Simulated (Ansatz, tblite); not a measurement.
Cost and result up the ladder for the cluster Na2Te (the lowest singlet isomer of a short search) (3 atoms). Charge 0, multiplicity 1. Geometry: r2SCAN-D4/def2-TZVP.

Cartesian coordinates in Å:
```
Na -0.748 -0.204 -2.101
Na 1.633 0.469 1.458
Te -0.885 -0.265 0.643
```

Ansatz on 4 threads of Arm Neoverse V2 on a shared host; xTB runs through tblite on one thread. Times are rough, summed over both states, and most runs start from the orbitals of an earlier one. CCSD(T)/def2-TZVPP serves as the yardstick here, not as an exact answer. Differences are given only for rows in sets of like size (and for xTB, whose basis is part of the method), since another set adds its own error. The other state is a quintet at its own geometry, which has other bonds, so the gap mixes isomer and spin.

In the def2 sets Te takes a core potential, while STO-3G treats all electrons; there is no spin–orbit coupling. The xTB rows come from tblite. B3LYP takes the VWN-RPA correlation. Correlated methods freeze 6 core orbitals; core or outer-core shells of Na, Te are correlated, in sets that lack core-valence functions. HOMO above LUMO, or a gap near zero within one spin, warns that the state may not be the lowest or that an electron is smeared out. In the quintet geometry the species has come apart into loosely held pieces. The structure comes from a short search, and lower isomers may exist.

Correlated methods converge slowly with the basis.

xTB has no spin-polarisation term.

```csv
level,functions,quintet − singlet (eV),difference from CCSD(T)/def2-TZVPP (eV),remarks
GFN2-xTB,17,4.28,0.26,–
HF/STO-3G,45,11.57,–,"HOMO above zero (quintet), HOMO above zero (singlet)"
PBE-D4/def2-TZVP (with forces),114,4.09,0.07,–
BLYP-D4/def2-TZVP,114,3.95,-0.07,gap within one spin near zero (quintet)
r2SCAN-D4/def2-TZVP,114,4.18,0.16,–
PBE0-D4/def2-TZVP,114,4.01,-0.01,–
B97M-V/def2-TZVP,114,3.97,-0.04,–
CCSD(T)/def2-TZVPP,114,4.02,0.00,–
MP2/def2-TZVP,114,4.11,0.09,–
B3LYP-D4/def2-TZVP,114,3.97,-0.05,–
r2SCAN0-D4/def2-TZVP,114,4.08,0.06,–
RPA@PBE/def2-TZVP,114,3.59,-0.43,–
GFN1-xTB,17,9.29,5.27,–
ωB97M-V/def2-TZVP,114,4.25,0.23,–
```

Problem. Estimate how long each takes.

Solution. GFN1-xTB 0.004 s; GFN2-xTB 0.004 s; HF/STO-3G 0.4 s; MP2/def2-TZVP 2 s; BLYP-D4/def2-TZVP 3.6 s; PBE-D4/def2-TZVP (with forces) 4.5 s; B3LYP-D4/def2-TZVP 4.6 s; RPA@PBE/def2-TZVP 4.8 s; PBE0-D4/def2-TZVP 7.3 s; r2SCAN-D4/def2-TZVP 9 s; r2SCAN0-D4/def2-TZVP 10 s; B97M-V/def2-TZVP 18 s; CCSD(T)/def2-TZVPP 18 s; ωB97M-V/def2-TZVP 23 s. On shared hardware such times vary by a factor of up to 3.
